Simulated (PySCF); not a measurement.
In(H)(vinyl)2 (C₄H₇In), SMILES C=[CH][InH][CH]=C.

The structure is a stationary point at B3LYP-D3(BJ)/def2-SVP. The structure was generated by enumeration; whether it is a known compound was not checked. The def2 effective core potentials stand for the cores of In; spin–orbit coupling is left out. One conformer was computed; it need not be the lowest.

Level of theory: CAM-B3LYP/def2-TZVP (PySCF).

Isolated molecule, no solvent.

Estimate the frontier levels, gap, dipole moment and polarisability. (Estimate from the structure and the level; the computed values follow.)


```json
{
  "highest_occupied_level": "-8.69 eV",
  "lowest_empty_level": "-0.84 eV",
  "orbital_gap": "7.85 eV",
  "dipole_moment": "0.55 D",
  "quadrupole, principal values (traceless, Buckingham form, about the centre of nuclear charge)": "-1.03, -0.81, 1.84 D·Å",
  "mean_static_polarisability": "87.4 bohr³ (12.95 Å³)",
  "polarisability_principal_values": "52.3, 79.7, 130.0 bohr³"
}
```
